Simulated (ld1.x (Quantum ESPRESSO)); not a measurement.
What one change does to a pseudopotential (iodine, TM semilocal)

ld1.x (Quantum ESPRESSO) 7.5 input, shortened:

```
&input
   title='I', zed=53., rel=1, dft='PZ', iswitch=3,
   config='[Kr] 4d10 5s2 5p5'
 /
 &inputp
   pseudotype=1, tm=.true., lloc=2,
   nlcc=.true.
 /
3
5S  1  0   2.00   0.00  1.30  1.30  0.0
5P  2  1   5.00   0.00  1.90  1.90  0.0
4D  3  2  10.00   0.00  0.90  0.90  0.0
 &test
   configts(1)='4d10 5s2 5p5'
 /
```

Change: all radii but the core radius scaled by about 1.07 (s 1.40, p 2.04, d 0.96 bohr).

Cutoffs: the cutoffs (Ry, on a coarse ladder) from which the occupation-weighted sum of valence levels, in a spherical-Bessel basis at the reference potential, stays within 10 and 1 mRy of its value at 400 Ry; they do not see the model core or the augmentation charge, which bear on the density cutoff. Errors are all-electron minus pseudo energies relative to the spin-unpolarised reference configuration.

Q: How do hardness, ghosts and transferability respond?

A: The potential gets neither clearly harder nor softer (140 Ry and 230 Ry → 140 Ry and 230 Ry); the d channel sets the loose cutoff, while the largest relative change is in p, which becomes harder; of the 9 tests that both files solve, the error grows in 2 and shrinks in 3 by more than 15 % and 0.3 meV (median size 7.3 → 5.2 meV); neither file shows a bound ghost. A semilocal file is local in each channel, so a ghost entry of none says nothing of the separable form that plane-wave codes build from it.

| quantity | base | changed |
| --- | --- | --- |
| cutoff, loose | 140 Ry | 140 Ry |
| cutoff, tight | 230 Ry | 230 Ry |
| loose cutoff by channel (10 mRy a level) | s 50 Ry, p 12 Ry, d 110 Ry | s 40 Ry, p 15 Ry, d 100 Ry |
| bound ghosts | none | none |
| error for 4d10 5s2 5p4, meV [ΔE 11.30 eV] | -0.2 | -0.6 |
| error for 4d10 5s2 5p3, meV [ΔE 31.37 eV] | +7.3 | +5.2 |
| error for 4d10 5s2 5p2, meV [ΔE 60.98 eV] | +29 | +22 |
| error for 4d10 5s1 5p6, meV [ΔE 10.51 eV] | -12 | -5.4 |
| error for 4d10 5s2 5p5.3, meV [ΔE -1.83 eV] | +0.6 | +0.6 |
| error for 4d10 5s2 5p4.5, meV [ΔE 4.61 eV] | -0.8 | -0.8 |
| error for 4d9 5s2 5p5, meV [ΔE 58.31 eV] | +49 | -171 |
| error for 4d10 5s2 5p5 (spin-polarised), meV [ΔE -0.12 eV] | +1.8 | +1.8 |
| error for 4d10 5s2 5p4 (spin-polarised), meV [ΔE 10.74 eV] | +8.0 | +7.7 |
